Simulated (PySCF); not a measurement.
# Mg (magnesium, neutral): LDA calculation

Configuration: [Ne] 3d2, high-spin 3F determinant (an excited configuration). Computed with PySCF 2.14 in aug-cc-pCVTZ-DK (8s7p5d3f, 75 functions), with the spin-free X2C one-electron Hamiltonian (Gaussian nucleus).

| Quantity | Value |
| --- | --- |
| Total energy | -198.9300 hartree |
| One-electron energy | -276.0381 hartree |
| Hartree (Coulomb) energy | 92.4544 hartree |
| Exchange-correlation energy | -15.3463 hartree |
| ⟨S²⟩ | 2.0000 |
| ⟨L²⟩ | 12.000 |
| Sum of ⟨r⟩ | 16.38 bohr |
| Sum of ⟨r²⟩ | 67.54 bohr² |
| Traceless quadrupole moment −½Σ⟨3z² − r²⟩ along its main axis | 0.0115 e·bohr² |
| Langevin diamagnetic susceptibility | -53.5 ×10⁻⁶ cm³/mol |
| Time after the integrals | 0.64 s of wall time on 1 thread of Neoverse-V2 (shared host) |

| shell | electrons | mean orbital energy (eV) | rms radius, mean of both spins (bohr) |
| --- | --- | --- | --- |
| 1s β | 1 | -1261.9 | 0.152 |
| 1s α | 1 | -1261.9 | 0.152 |
| 2s α | 1 | -87.678 | 0.766 |
| 2s β | 1 | -87.667 | 0.766 |
| 2p α | 3 | -55.082 | 0.775 |
| 2p β | 3 | -55.065 | 0.775 |
| 3d α | 2 | -0.890 | 5.60 |

The outer electron is Rydberg-like, and this basis confines it to a smaller radius and binds it less than a complete one would.
